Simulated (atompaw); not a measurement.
**chromium: one change to a PAW (atompaw) potential, before and after**

* Element: Cr
* Generator: atompaw 4.2.0.5
* Type: PAW
* Functional: PBEsol
* Relativity: scalar-relativistic
* Frozen core: [Ar]
* Valence charge: 6
* Reference configuration: 3d4 4s0 4p0 (charge +2)
* Partial waves: 4s (bound, empty): rc 2.55 bohr; 4s channel at -0.6 Ry: rc 2.55 bohr; 4p (bound, empty): rc 2.20 bohr; 4p channel at -0.25 Ry: rc 2.20 bohr; 3d (bound): rc 2.55 bohr; 3d channel at -0.05 Ry: rc 2.20 bohr
* Local potential: bessel scheme, radius 1.90 bohr
* Core correction: smooth core density matched at 1.60 bohr
* Augmentation charge: besselshape compensation charge, radius 2.10 bohr; PAW radius 2.55 bohr; waves and projectors: custom rrkj gramschmidtortho

All-electron outer shells of the reference configuration (PBEsol, scalar-relativistic, ld1.x):

```json
{"shell": "3p", "level (eV)": "-66.31", "outermost node (bohr)": "0.33", "outermost maximum (bohr)": "0.80"}
{"shell": "3d", "level (eV)": "-22.81", "outermost node (bohr)": "–", "outermost maximum (bohr)": "0.82"}
{"shell": "4s", "level (eV)": "-18.42", "outermost node (bohr)": "1.10", "outermost maximum (bohr)": "2.36"}
{"shell": "4p", "level (eV)": "-13.23", "outermost node (bohr)": "1.20", "outermost maximum (bohr)": "2.78"}
```

Change: augmentation besselshape compensation charge, radius 2.10 bohr; PAW radius 2.55 bohr; waves and projectors: custom polynom vanderbiltortho.

Cutoffs: the cutoffs (Ry, on a coarse ladder) from which the occupation-weighted sum of valence levels, in a spherical-Bessel basis at the reference potential, stays within 10 and 1 mRy of its value at 400 Ry; they do not see the model core or the augmentation charge, which bear on the density cutoff.

Task: What does the change do?

Result: The potential gets harder (15 Ry and 21 Ry → 15 Ry and 25 Ry); a bound ghost appears in p, which as a rule spoils a file; the range in which the s phases agree narrows (upper end 2.4 → 0.2); the range in which the d phases agree widens (upper end 0.7 → 3.0).

| quantity | base | changed |
| --- | --- | --- |
| cutoff, loose | 15 Ry | 15 Ry |
| cutoff, tight | 21 Ry | 25 Ry |
| bound ghosts | none | p |
| s: phases at 2.57 bohr within 0.05 rad from the reference energy up to (Ry; the scan ends near 5) | 2.4 | 0.2 |
| p: phases at 2.57 bohr within 0.05 rad from the reference energy up to (Ry; the scan ends near 5) | 3.5 | 3.6 |
| d: phases at 2.57 bohr within 0.05 rad from the reference energy up to (Ry; the scan ends near 5) | 0.7 | 3.0 |
| lowest overlap eigenvalue by channel | s 0.41, p 0.69, d 1.00 | s 0.14, p 0.64, d 1.00 |

 A true bound ghost makes a file unfit for plane-wave use even where its test errors are small: the radial tests pick states by their node count and pass the ghost by. The cutoffs see the waves, projectors and local potential, not the compensation charge or the core.
